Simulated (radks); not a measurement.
Values are calculated unless marked as measured or tabulated.
Trend from Mg4+ to Ar4+: ionisation energy by Delta-SCF between NIST ground configurations, and size. Level of theory: scalar-relativistic Kohn-Sham, r2SCAN, spin-polarised, spherical densities, finite nucleus; open shells are filled with parallel spins first; meta-GGA in the generalised Kohn-Sham scheme; Fermi nuclear charge, rms radius of each element as measured or else 0.836 A^(1/3) + 0.57 fm (a radial shooting solver on a logarithmic mesh with Libxc functionals).

\begin{tabular}{lrrrrrrrr}
species & configuration & IE (eV) & NIST (eV) & kind & -e(HOMO) (eV) & outermost & <r> outermost (bohr) & r at 0.001 e/bohr^3 (bohr) \\ \hline
Mg4+ & [He] 2s2 2p4 & 139.68 & 141.33 & semi-emp. & 124.69 (2p) & 2s & 0.654 & 1.88 \\
Al4+ & [He] 2s2 2p5 & 154.62 & 153.83 & semi-emp. & 137.86 (2p) & 2s & 0.604 & 1.83 \\
Si4+ & [Ne] & 168.66 & 166.77 & exp. & 150.46 (2p) & 2s & 0.563 & 1.78 \\
P4+ & [Ne] 3s1 & 64.963 & 65.025 & exp. & 59.836 (3s) & 3s & 1.60 & 2.75 \\
S4+ & [Ne] 3s2 & 71.768 & 72.595 & exp. & 66.155 (3s) & 3s & 1.47 & 2.80 \\
Cl4+ & [Ne] 3s2 3p1 & 67.339 & 67.7 & semi-emp. & 60.406 (3p) & 3p & 1.44 & 2.82 \\
Ar4+ & [Ne] 3s2 3p2 & 75.137 & 74.8 & semi-emp. & 67.410 (3p) & 3p & 1.33 & 2.77 \\
\end{tabular}

Reference values: NIST Atomic Spectra Database (exp. = measured, semi-emp. = semi-empirical, theory = theoretical value adopted there). Open shells are spherical and high-spin; term and fine-structure splittings are not resolved.
